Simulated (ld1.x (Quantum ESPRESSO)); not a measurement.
# Which change was made? (Zn, TM)

```
Element                 : zinc (Zn)
Generator               : ld1.x (Quantum ESPRESSO) 7.5
Type                    : norm-conserving Troullier–Martins (Kleinman–Bylander form)
Functional              : PBEsol
Relativity              : scalar-relativistic
Frozen core             : [Ne] 3s2
Valence charge          : 18
Reference configuration : 3p6 3d9 4s0 4p0 (charge +3)
Partial waves           : 4s (bound, empty): rc 1.90 bohr; 3d (bound): rc 1.20 bohr; 3p (bound): rc 1.15 bohr
Local potential         : the p channel
Core correction         : a·sin(br)/r model core inside 0.85 bohr
```

Cutoffs, loose and tight: the cutoffs (Ry, on a coarse ladder) from which the occupation-weighted sum of valence levels, in a spherical-Bessel basis at the reference potential, stays within 10 and 1 mRy of its value at 400 Ry. They do not see the model core or the augmentation charge, which bear on the density cutoff. Test errors are all-electron minus pseudo excitation energies from the reference, over the configurations 3p6 3d10 4s2 4p0; 3p6 3d10 4s1 4p0; 3p6 3d10 4s0 4p0; 3p6 3d10 4s1.5 4p0; 3p5 3d10 4s2 4p0; 3p6 3d10 4s1 4p1; 3p6 3d9 4s2 4p0; variants that change the core or the reference have their own tests.

The base gives: outcome: generated; cutoff, loose: 180 Ry; cutoff, tight: over 300 Ry; bound ghosts: s; largest test error (meV): -123.

Q: After one change the result is: outcome: generated; cutoff, loose: 260 Ry; cutoff, tight: over 300 Ry; bound ghosts: s; largest test error (meV): +81. Which change was it?
A. core [Ar], valence charge 12; reference 3d10 4s2 4p0; waves now 4p (bound): rc 3.15 bohr; 3d (bound): rc 1.00 bohr; 4s (bound): rc 1.90 bohr; local potential the s channel; core correction none
B. wave 3d (bound): rc 1.20 bohr becomes 3d (bound): rc 0.94 bohr
C. all radii but the core radius scaled by about 1.42 (s 2.70, p 1.64, d 1.70 bohr)
D. local potential the s channel
E. reference 3p6 3d10 4s2 4p0

A: B. The others give: all radii but the core radius scaled by about 1.42 (s 2.70, p 1.64, d 1.70 bohr) → outcome: generated; cutoff, loose: 120 Ry; cutoff, tight: 180 Ry; bound ghosts: s; largest test error (meV): -548 | reference 3p6 3d10 4s2 4p0 → outcome: generated; cutoff, loose: 180 Ry; cutoff, tight: over 300 Ry; bound ghosts: s; largest test error (meV): +108 | core [Ar], valence charge 12; reference 3d10 4s2 4p0; waves now 4p (bound): rc 3.15 bohr; 3d (bound): rc 1.00 bohr; 4s (bound): rc 1.90 bohr; local potential the s channel; core correction none → outcome: generated; cutoff, loose: 230 Ry; cutoff, tight: over 300 Ry; bound ghosts: none; largest test error (meV): -1820 | local potential the s channel → outcome: generated; cutoff, loose: 180 Ry; cutoff, tight: over 300 Ry; bound ghosts: none; largest test error (meV): -883.
